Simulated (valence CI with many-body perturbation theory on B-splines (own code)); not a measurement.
**Hf⁶⁴⁺: calculated level list**

Computed by valence CI with perturbative core correlation (CI+MBPT): six valence electrons over a frozen Dirac-Fock core [He], a basis of 9 s, 9 p, 8 d, 6 f, 3 g, 1 h functions for each j, with the one-electron correlation potential Σ1 (screened to all orders), the two-electron term Σ2, the three-electron term Σ3, Breit, model QED; selected single and double excitations, second order for the rest (own B-spline code, finite nucleus).

The last digits are not significant, and no measured levels were compared; by estimate large intervals hold to a few tenths of a per cent, small ones and those within an open d or f shell to about a per cent. Among the levels kept, up to 4900 cm⁻¹ of a level comes from second order outside the variational space, and about a tenth of that is noise between levels of different J, which matters for small intervals.

Levels 1 to 45 of 57, with energies above the lowest level, (2s^2 2p1/2^2 2p3/2^2) J=2. "Leading %" is the weight of the configuration and term that name the level; weights of strongly mixed levels are sums over their largest components and can fall short. In the jj column 3d3/2^4 stands for four electrons in 3d with j = 3/2. Lifetimes count E1, E2, E3, M1 and M2 decay at the calculated energies, and are blank where another channel may lead or the interval is too uncertain; long ones can be off by a factor of two.

| No. | Configuration | Term | J | E (Ry) | Leading % | g | Lifetime | Second component | Leading jj |
| --- | --- | --- | --- | --- | --- | --- | --- | --- | --- |
| 1 | 2s2.2p4 | 3P | 2 | 0.00 | 68 | 1.308 |  | 32 % 2s2.2p4 1D | 2s^2 2p1/2^2 2p3/2^2 (100 %) |
| 2 | 2s2.2p4 | 1S | 0 | 4.30 | 65 |  | 12.8 ms | 35 % 2s2.2p4 3P | 2s^2 2p1/2^2 2p3/2^2 (100 %) |
| 3 | 2s2.2p4 | 3P | 1 | 90.61 | 100 | 1.471 | 50.9 ps |  | 2s^2 2p1/2 2p3/2^3 (100 %) |
| 4 | 2s2.2p4 | 1D | 2 | 91.98 | 68 | 1.123 | 114 ps | 32 % 2s2.2p4 3P | 2s^2 2p1/2 2p3/2^3 (100 %) |
| 5 | 2s.2p5 | 3P° | 2 | 119.31 | 100 | 1.465 | 128 fs |  | 2s 2p1/2^2 2p3/2^3 (100 %) |
| 6 | 2s.2p5 | 1P° | 1 | 125.25 | 62 | 1.158 | 51.3 fs | 38 % 2s.2p5 3P° | 2s 2p1/2^2 2p3/2^3 (100 %) |
| 7 | 2s2.2p4 | 3P | 0 | 184.35 | 65 |  | 15.5 ps | 35 % 2s2.2p4 1S | 2s^2 2p3/2^4 (99 %) |
| 8 | 2s.2p5 | 3P° | 0 | 210.76 | 100 |  | 64.5 fs |  | 2s 2p1/2 2p3/2^4 (100 %) |
| 9 | 2s.2p5 | 3P° | 1 | 213.53 | 62 | 1.266 | 58.8 fs | 38 % 2s.2p5 1P° | 2s 2p1/2 2p3/2^4 (100 %) |
| 10 | 2p6 | 1S | 0 | 247.32 | 99 |  | 31.6 fs |  | 2p1/2^2 2p3/2^4 (99 %) |
| 11 | 2s2.2p3.3s | 3P° | 2 | 600.68 | 49 | 1.485 | 10.2 fs | 24 % 2s2.2p3.3s 5S° | 2s^2 2p1/2^2 2p3/2 3s (100 %) |
| 12 | 2s2.2p3.3s | 1P° | 1 | 601.32 | 32 | 1.144 | 4.33 fs | 28 % 2s2.2p3.3s 3D° | 2s^2 2p1/2^2 2p3/2 3s (100 %) |
| 13 | 2s2.2p3.3p | 3P | 1 | 609.26 | 32 | 1.472 | 795 fs | 20 % 2s2.2p3.3p 5P | 2s^2 2p1/2^2 2p3/2 3p1/2 (100 %) |
| 14 | 2s2.2p3.3p | 3D | 2 | 609.37 | 25 | 1.154 | 491 fs | 20 % 2s2.2p3.3p 3F | 2s^2 2p1/2^2 2p3/2 3p1/2 (100 %) |
| 15 | 2s2.2p3.3p | 3D | 3 | 635.16 | 50 | 1.319 | 479 fs | 24 % 2s2.2p3.3p 5P | 2s^2 2p1/2^2 2p3/2 3p3/2 (100 %) |
| 16 | 2s2.2p3.3p | 3P | 1 | 635.20 | 35 | 1.332 | 473 fs | 26 % 2s2.2p3.3p 1P | 2s^2 2p1/2^2 2p3/2 3p3/2 (100 %) |
| 17 | 2s2.2p3.3p | 3P | 2 | 637.24 | 45 | 1.311 | 520 fs | 17 % 2s2.2p3.3p 1D | 2s^2 2p1/2^2 2p3/2 3p3/2 (100 %) |
| 18 | 2s2.2p3.3p | 3P | 0 | 639.11 | 70 |  | 231 fs | 30 % 2s2.2p3.3p 1S | 2s^2 2p1/2^2 2p3/2 3p3/2 (100 %) |
| 19 | 2s2.2p3.3d | 3D° | 2 | 643.77 | 33 | 1.029 | 8.52 fs | 20 % 2s2.2p3.3d 3F° | 2s^2 2p1/2^2 2p3/2 3d3/2 (99 %) |
| 20 | 2s2.2p3.3d | 3F° | 3 | 644.36 | 27 | 1.070 | 42.6 fs | 21 % 2s2.2p3.3d 3G° | 2s^2 2p1/2^2 2p3/2 3d3/2 (99 %) |
| 21 | 2s2.2p3.3d | 3D° | 1 | 644.62 | 35 | 1.076 | 2.80 fs | 27 % 2s2.2p3.3d 3P° | 2s^2 2p1/2^2 2p3/2 3d3/2 (100 %) |
| 22 | 2s2.2p3.3d | 3P° | 0 | 644.87 | 64 |  | 1.05 ps | 25 % 2s2.2p3.3d 5D° | 2s^2 2p1/2^2 2p3/2 3d3/2 (100 %) |
| 23 | 2s2.2p3.3d | 3F° | 4 | 650.45 | 51 | 1.236 | 6.88 ps | 24 % 2s2.2p3.3d 5D° | 2s^2 2p1/2^2 2p3/2 3d5/2 (100 %) |
| 24 | 2s2.2p3.3d | 3D° | 2 | 651.28 | 34 | 1.222 | 1.09 fs | 22 % 2s2.2p3.3d 3P° | 2s^2 2p1/2^2 2p3/2 3d5/2 (99 %) |
| 25 | 2s2.2p3.3d | 3D° | 3 | 652.42 | 48 | 1.203 | 490 as | 17 % 2s2.2p3.3d 1F° | 2s^2 2p1/2^2 2p3/2 3d5/2 (98 %) |
| 26 | 2s2.2p3.3d | 3D° | 1 | 653.32 | 33 | 1.070 | 733 as | 29 % 2s2.2p3.3d 1P° | 2s^2 2p1/2^2 2p3/2 3d5/2 (100 %) |
| 27 | 2s2.2p3.3s | 5S° | 2 | 690.06 | 55 | 1.577 | 17.6 fs | 34 % 2s2.2p3.3s 3D° | 2s^2 2p1/2 2p3/2^2 3s (100 %) |
| 28 | 2s2.2p3.3s | 3S° | 1 | 690.93 | 55 | 1.298 | 4.02 fs | 44 % 2s2.2p3.3s 3D° | 2s^2 2p1/2 2p3/2^2 3s (100 %) |
| 29 | 2s2.2p3.3s | 3D° | 3 | 691.86 | 100 | 1.301 | 14.0 fs |  | 2s^2 2p1/2 2p3/2^2 3s (100 %) |
| 30 | 2s2.2p3.3s | 1D° | 2 | 692.48 | 67 | 1.022 | 4.45 fs | 32 % 2s2.2p3.3s 3D° | 2s^2 2p1/2 2p3/2^2 3s (100 %) |
| 31 | 2s2.2p3.3s | 3P° | 0 | 695.60 | 100 |  | 9.73 fs |  | 2s^2 2p1/2 2p3/2^2 3s (100 %) |
| 32 | 2s2.2p3.3s | 3P° | 1 | 695.85 | 66 | 1.301 | 7.05 fs | 33 % 2s2.2p3.3s 1P° | 2s^2 2p1/2 2p3/2^2 3s (100 %) |
| 33 | 2s2.2p3.3p | 5P | 1 | 698.44 | 46 | 1.636 | 1.53 ps | 22 % 2s2.2p3.3p 3D | 2s^2 2p1/2 2p3/2^2 3p1/2 (100 %) |
| 34 | 2s2.2p3.3p | 3F | 2 | 699.03 | 34 | 1.197 | 843 fs | 21 % 2s2.2p3.3p 3P | 2s^2 2p1/2 2p3/2^2 3p1/2 (100 %) |
| 35 | 2s2.2p3.3p | 3F | 3 | 700.27 | 44 | 1.081 | 612 fs | 33 % 2s2.2p3.3p 1F | 2s^2 2p1/2 2p3/2^2 3p1/2 (100 %) |
| 36 | 2s2.2p3.3p | 3P | 2 | 703.05 | 51 | 1.299 | 405 fs | 21 % 2s2.2p3.3p 1D | 2s^2 2p1/2 2p3/2^2 3p1/2 (99 %) |
| 37 | 2s2.2p3.3p | 3D | 1 | 703.88 | 74 | 0.634 | 710 fs | 22 % 2s2.2p3.3p 1P | 2s^2 2p1/2 2p3/2^2 3p1/2 (100 %) |
| 38 | 2s2.2p3.3p | 3P | 0 | 707.26 | 65 |  | 421 fs | 35 % 2s2.2p3.3p 1S | 2s^2 2p1/2 2p3/2^2 3p1/2 (99 %) |
| 39 | 2s.2p4.3s | 5P | 3 | 714.51 | 69 | 1.531 | 29.2 fs | 29 % 2s.2p4.3s 3D | 2s 2p1/2^2 2p3/2^2 3s (98 %) |
| 40 | 2s.2p4.3s | 3P | 2 | 716.68 | 57 | 1.373 | 5.04 fs | 18 % 2s.2p4.3s 3D | 2s 2p1/2^2 2p3/2^2 3s (98 %) |
| 41 | 2s.2p4.3s | 3S | 1 | 722.27 | 62 | 1.969 | 9.40 fs | 22 % 2s.2p4.3s 5P | 2s 2p1/2^2 2p3/2^2 3s (96 %) |
| 42 | 2s.2p4.3s | 1P | 1 | 722.65 | 31 | 0.983 | 4.86 fs | 31 % 2s.2p4.3s 3D | 2s 2p1/2^2 2p3/2^2 3s (90 %) |
| 43 | 2s.2p4.3s | 3P | 2 | 723.09 | 48 | 1.364 | 24.1 fs | 18 % 2s.2p4.3s 1D | 2s 2p1/2^2 2p3/2^2 3s (84 %) |
| 44 | 2s.2p4.3p | 5P° | 2 | 723.72 | 30 | 1.583 | 5.12 fs | 18 % 2s.2p4.3p 5S° | 2s 2p1/2^2 2p3/2^2 3p1/2 (99 %) |
| 45 | 2s.2p4.3p | 3D° | 3 | 723.82 | 40 | 1.315 | 2.07 fs | 24 % 2s.2p4.3p 5D° | 2s 2p1/2^2 2p3/2^2 3p1/2 (99 %) |

The ionisation energy to 2s2.2p3 2P°_3/2 of the next ion comes out as 15353 eV (NIST: 15351 ± 24 eV (theoretical)). All 57 levels together are meant to be complete up to 731.18 Ry.
